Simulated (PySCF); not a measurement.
# Relaxation of quintet RuSCl₂

Computed with UPBE0 in PySCF with Ru def2-SVP with ECP28, S def2-SVP, Cl def2-SVP; scalar-relativistic core potentials, no spin–orbit coupling; density-fitted integrals. A (50,194) grid was used.

A hand-made T-shaped (ligand arrangement 2) start, of C2v symmetry, held to at least that symmetry:

Coordinates in bohr (charge 0 multiplicity 5):
```
Ru    0.0000    0.0000   -0.6673
S     0.0000    0.0000    3.2633
Cl    4.2303    0.0000   -0.5195
Cl   -4.2303    0.0000   -0.5195
```

Optimiser trace:
| step | E − E(last) (kJ/mol) | largest gradient (Eh/bohr) |
| --- | --- | --- |
| 0 | 55.51 | 0.02745 |
| 1 | 25.22 | 0.01258 |
| 2 | 6.83 | 0.01037 |
| 3 | 2.28 | 0.00904 |
| 4 | 0.24 | 0.00339 |
| 5 | 0.00 | 0.00055 |
| 6 | 0.00 | 0.00009 |

It ends at C2v with Ru–Cl 2.253 Å (×2), Ru–S 2.101 Å; Cl–Ru–Cl 154.7°, Cl–Ru–S 102.7° (×2). A frequency run shows a minimum. Other isomers or separated fragments may lie lower.

Final geometry:
```xyz
4
charge 0 multiplicity 5, angstrom
Ru    0.0000    0.0000   -0.1599
S     0.0000    0.0000    1.9413
Cl    2.1985    0.0000   -0.6542
Cl   -2.1985    0.0000   -0.6542
```

With open d or f shells other occupations or spin states may lie lower. At this level a triplet minimum of C2v symmetry lies 11 kJ/mol below this structure.
